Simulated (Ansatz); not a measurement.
System: sum formula TiOF2 (charge 0, singlet). 
Geometry from a B3LYP-D3(BJ)/def2-TZVP (Ansatz, a quantum-chemistry and plane-wave program) optimisation:
```xyz
4

Ti     0.0115    -0.0412    -0.0197
O      1.4904    -0.5662    -0.3560
F     -0.5834    -0.3731     1.6455
F     -0.7694     0.9771    -1.2808
```
Charge 0, spin multiplicity 1.

Total electronic energies in hartree. Correlated levels leave the core frozen unless marked. No spin-orbit coupling. Frozen are the shells of the preceding noble gas and the d and f shells that filled before the atom's block. No relativistic terms. CBS(X,Y): correlation extrapolated as X^-3; Hartree-Fock from the larger set. [CCSD(T)-MP2]/basis is that difference in the basis named.

The T1 diagnostic of CCSD in the largest basis is 0.029, which is high, so the coupled-cluster rows are less sure than usual.

```
level                                                                 program  energy (Eh)
-------------------------------------------------------------  --------------  -----------
HF/def2-QZVPP                                                          Ansatz  -1122.44843
PBE-D3(BJ)/def2-TZVPD                                          Ansatz + dftd3  -1124.22839
BLYP-D3(BJ)/def2-TZVPD                                         Ansatz + dftd3  -1124.72884
r2SCAN-D4/def2-TZVPD                                           Ansatz + dftd4  -1124.55408
PBE0/def2-TZVPD                                                        Ansatz  -1124.21006
LC-wPBE-D4/def2-TZVPD                                          Ansatz + dftd4  -1124.34910
B2GP-PLYP-D3(BJ)/def2-TZVPD                                    Ansatz + dftd3  -1124.16912
B2PLYP-D3(BJ)/def2-TZVPD                                       Ansatz + dftd3  -1124.30628
RPA@PBE/def2-TZVPP                                                     Ansatz  -1123.68756
RPA@PBE/def2-QZVPP                                                     Ansatz  -1123.83565
MP2/def2-SVP                                                           Ansatz  -1122.68680
MP2/def2-TZVPP                                                         Ansatz  -1123.35328
RI-MP2/def2-TZVPPD                                                     Ansatz  -1123.35990
CCSD(T)/6-31G*                                                         Ansatz  -1122.92593
RI-MP2/CBS(def2-TZVPPD,def2-QZVPPD)+[CCSD(T)-MP2]/def2-TZVPPD          Ansatz   -1123.5095
```

Totals of different functionals don't rank their quality; only differences between species are comparable.
